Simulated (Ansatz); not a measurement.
The same path of ClH3Sn (5 atoms, charge 0, multiplicity 1) was run 3 times with different band settings. Lost on the way: Sn1–H2, Sn1–Cl3. Made: H2–Cl3.

The calculation used Ansatz 0.2.0, RKS revPBE-D4/def2-mTZVP.

Relaxed end points:

```xyz
5
Properties=species:S:1:pos:R:3
Sn 0.166 0.000 0.287
H -0.012 0.000 1.999
Cl 2.511 0.000 -0.121
H -0.436 1.434 -0.448
H -0.436 -1.434 -0.448
```

```xyz
5
Properties=species:S:1:pos:R:3
Sn -0.981 0.000 0.115
H 1.729 0.000 2.261
Cl 1.929 0.000 0.970
H -0.442 1.277 -1.039
H -0.442 -1.277 -1.039
```

Common settings: movable images 9; climbing image yes; spring 5.0 eV/Å²; force threshold 0.05 eV/Å; iteration limit 60; end points relaxed.

| run | optimiser | start path |
| --- | --- | --- |
| 1 | quadratic models (default) | through a guess of the saddle point |
| 2 | lbfgs | through a guess of the saddle point |
| 3 | quadratic models (default) | straight line |

Task: What does each run give, and how far can it be trusted?

Result: Run 1: converged after 10 iterations, highest image 1.804 eV above the first end. A vibrational analysis at the climbing image gives one clearly imaginary mode, 811i cm⁻¹: a first-order saddle point.
Run 2: converged after 30 iterations, highest image 1.804 eV above the first end. Another band between the same ends (9 images) ends at a top of the same energy, where a vibrational analysis finds 1 clearly imaginary mode.
Run 3: converged after 7 iterations, highest image 1.804 eV above the first end. Another band between the same ends (9 images) ends at a top of the same energy, where a vibrational analysis finds 1 clearly imaginary mode.
The orbitals stay closed-shell, which can raise the energy where a bond breaks towards radicals; this wasn't checked here.
